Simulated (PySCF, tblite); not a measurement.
Isomers of C5H14NSi (doublet state), one GFN2-xTB conformer each. Single-point energies are computed at B3LYP/pcH-1 (PySCF, gas phase, no added dispersion term), electronic only. GFN2-xTB treats the open shell by occupation alone, and not every SCF solution was tested for stability.

Question: Rank them by B3LYP/pcH-1 energy, lowest first (kJ/mol).
A. `[CH3:1][C:2]([CH3:3])([CH3:4])[CH:5][NH:6][SiH3:7]` (doublet state) with C2–C5–N6–Si7 170°
B. `[CH3:1][SiH2:2][N:3][C:4]([CH3:5])([CH3:6])[CH3:7]` (doublet state) with C1–Si2–N3–C4 -122°
C. `[CH2:1][C:2]([CH3:3])([CH3:4])[NH:5][SiH2:6][CH3:7]` (doublet state) with H–C1–C2–C3 37° and -164°, C1–C2–N5–Si6 -84°, C2–N5–Si6–C7 172°
D. `[CH2:1][C:2]([CH3:3])([CH3:4])[CH2:5][NH:6][SiH3:7]` (doublet state) with H–C1–C2–C3 -114° and 56°, C1–C2–C5–N6 -65°, C2–C5–N6–Si7 67°
E. `[CH3:1][C:2]([CH3:3])([CH3:4])[CH2:5][NH:6][SiH2:7]` (doublet state) with C2–C5–N6–Si7 86°, C5–N6–Si7–H 46° and 170°
F. `[CH2:1][SiH2:2][NH:3][C:4]([CH3:5])([CH3:6])[CH3:7]` (doublet state) with H–C1–Si2–N3 4° and -178°, C1–Si2–N3–C4 171°

Answer: E (0.0), F (10.5), C (12.9), A (14.6), B (17.7), D (67.1).

Neighbours under 21 kJ/mol apart (CC(C)(C)CN[SiH2] and [CH2][SiH2]NC(C)(C)C; [CH2][SiH2]NC(C)(C)C and [CH2]C(C)(C)N[SiH2]C; [CH2]C(C)(C)N[SiH2]C and CC(C)(C)[CH]N[SiH3]; CC(C)(C)[CH]N[SiH3] and C[SiH2][N]C(C)(C)C) can change places with a better method, another conformer or zero-point energy. GFN2-xTB itself gives, in the same order: 1.0, 72.9, 79.2, 0.0, 34.3, 61.1. GFN2-xTB puts CC(C)(C)[CH]N[SiH3] lowest instead; measured from each level's own lowest isomer, the values differ by up to 66.3 kJ/mol ([CH2]C(C)(C)N[SiH2]C: 79.2 against 12.9).

What happens when harmonic zero-point energies from GFN2-xTB frequencies are added?

```json
{"SMILES": "CC(C)(C)CN[SiH2]", "ZPE (kJ/mol)": "472.3", "electronic (kJ/mol)": "0.0", "with ZPE (kJ/mol)": "1.8"}
{"SMILES": "[CH2][SiH2]NC(C)(C)C", "ZPE (kJ/mol)": "459.9", "electronic (kJ/mol)": "10.5", "with ZPE (kJ/mol)": "0.0"}
{"SMILES": "[CH2]C(C)(C)N[SiH2]C", "ZPE (kJ/mol)": "458.7", "electronic (kJ/mol)": "12.9", "with ZPE (kJ/mol)": "1.2"}
{"SMILES": "CC(C)(C)[CH]N[SiH3]", "ZPE (kJ/mol)": "457.6", "electronic (kJ/mol)": "14.6", "with ZPE (kJ/mol)": "1.9"}
{"SMILES": "C[SiH2][N]C(C)(C)C", "ZPE (kJ/mol)": "461.7", "electronic (kJ/mol)": "17.7", "with ZPE (kJ/mol)": "9.0"}
{"SMILES": "[CH2]C(C)(C)CN[SiH3]", "ZPE (kJ/mol)": "456.9", "electronic (kJ/mol)": "67.1", "with ZPE (kJ/mol)": "53.6"}
```

The zero-point energies span 15.4 kJ/mol. [CH2][SiH2]NC(C)(C)C becomes the lowest.

As an exercise, what shares would exp(−E/RT) give at 298.15 K from these electronic energies alone (no entropy, no degeneracies)?

RT = 2.479 kJ/mol: CC(C)(C)CN[SiH2] 97.7 %, [CH2][SiH2]NC(C)(C)C 1.4 %, [CH2]C(C)(C)N[SiH2]C 0.5 %, CC(C)(C)[CH]N[SiH3] 0.3 %, C[SiH2][N]C(C)(C)C 0.1 %, [CH2]C(C)(C)CN[SiH3] under 0.1 %.
